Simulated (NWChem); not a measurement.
# BiH3O3; SMILES [OH][Bi]([OH])[OH]

```xyz
7

Bi    -0.0006    -0.0013     0.2909
O     -0.1501    -1.7610    -0.8217
H     -0.7945    -1.6120    -1.5284
O     -1.4478     1.0180    -0.8152
H     -0.9915     1.5087    -1.5138
O      1.6029     0.7543    -0.8112
H      1.7970     0.1241    -1.5199
```
Atoms are numbered in this order, from 1.

Results from NWChem. Geometry: optimised at PBE0/def2-SVP. def2 effective core potentials on Bi; no spin-orbit coupling.

Question: Order these by “dipole (D)”, lowest first: CAM-B3LYP/def2-SVP; B3LYP/def2-SVP; BP86/def2-SVP; MPW1K/def2-SVP; RPBE/def2-SVP.

Answer: BP86/def2-SVP (0.57), RPBE/def2-SVP (0.69), B3LYP/def2-SVP (0.86), CAM-B3LYP/def2-SVP (0.94), MPW1K/def2-SVP (1.07)
